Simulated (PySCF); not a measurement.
# Frontier levels across methods

C5H10Si.
SMILES with atom numbers: `[CH2:1]=[CH:2][C:3](=[CH2:4])[CH2:5][SiH3:6]` (hydrogens: H7, H8 on C1; H9 on C2; H10, H11 on C4; H12, H13 on C5; H14, H15, H16 on Si6)

Structure used (PBE0-D3(BJ)/def2-SVP), in Å, numbered top down from 1:
```
atom  x, y, z in Å
C1     0.9819   -0.8687    1.8612
C2     0.6957    0.4005    1.5423
C3     0.1801    0.8840    0.2573
C4    -0.0364    2.2025    0.0930
C5    -0.1237   -0.1061   -0.8308
Si6   -1.8165   -0.9403   -0.6423
H7     1.3685   -1.1255    2.8500
H8     0.8422   -1.6955    1.1601
H9     0.8592    1.1794    2.2954
H10   -0.4163    2.6072   -0.8485
H11    0.1606    2.9112    0.9015
H12   -0.1318    0.3965   -1.8107
H13    0.6504   -0.8889   -0.8860
H14   -2.8876    0.1011   -0.6333
H15   -1.9079   -1.7394    0.6156
H16   -2.0437   -1.8550   -1.8046
```

Basis pcSseg-1 throughout (PySCF), one geometry. One conformer (not necessarily the lowest) at the PBE0-D3(BJ)/def2-SVP geometry, without solvent, vibrations or thermal averaging.

Task: How do the orbital energies, the gap and the dipole change with the method?

Result: 
```tsv
method	kind	HOMO (eV)	LUMO (eV)	gap (eV)	μ (D)	SCF cycles
BLYP	GGA	-5.53	-1.68	3.84	0.46	16
B97-D	GGA	-5.63	-1.74	3.89	0.45	16
OPBE	GGA	-5.66	-1.75	3.92	0.46	17
KT3	GGA	-5.68	-1.77	3.91	0.43	14
KT2	GGA	-5.70	-1.82	3.88	0.42	15
PBE	GGA	-5.71	-1.85	3.86	0.46	16
BP86	GGA	-5.81	-1.95	3.86	0.46	15
LDA	LDA	-5.90	-2.08	3.82	0.43	15
B97-2	global hybrid	-6.44	-0.96	5.48	0.44	13
B3LYP	global hybrid	-6.47	-1.11	5.36	0.44	14
PBE0	global hybrid	-6.69	-0.93	5.76	0.44	13
mPW1PW91	global hybrid	-6.70	-0.94	5.77	0.43	13
BHandHLYP	global hybrid	-7.49	0.17	7.66	0.43	12
CAM-B3LYP	range-separated hybrid	-7.89	0.21	8.10	0.42	12
wB97X-D	range-separated hybrid	-8.44	0.82	9.26	0.42	12
HF	Hartree–Fock	-8.68	2.82	11.51	0.45	10
LC-wPBE	range-separated hybrid	-9.22	1.26	10.49	0.42	12
```

The HOMO spans 3.70 eV, from BLYP down to LC-wPBE, and the gap runs from 3.82 eV (LDA) to 11.51 eV (HF). Over the methods BLYP (0 %), B97-D (0 %), OPBE (0 %), KT3 (0 %), KT2 (0 %), PBE (0 %), BP86 (0 %), LDA (0 %), B97-2 (21 %), B3LYP (20 %), PBE0 (25 %), mPW1PW91 (25 %), BHandHLYP (50 %), HF (100 %), a straight line through the gap against the share of exact exchange rises by 0.76 eV for each 10 % (correlation coefficient 1.000). The dipole ranges from 0.42 D (LC-wPBE) to 0.46 D (OPBE). This basis has no diffuse functions.
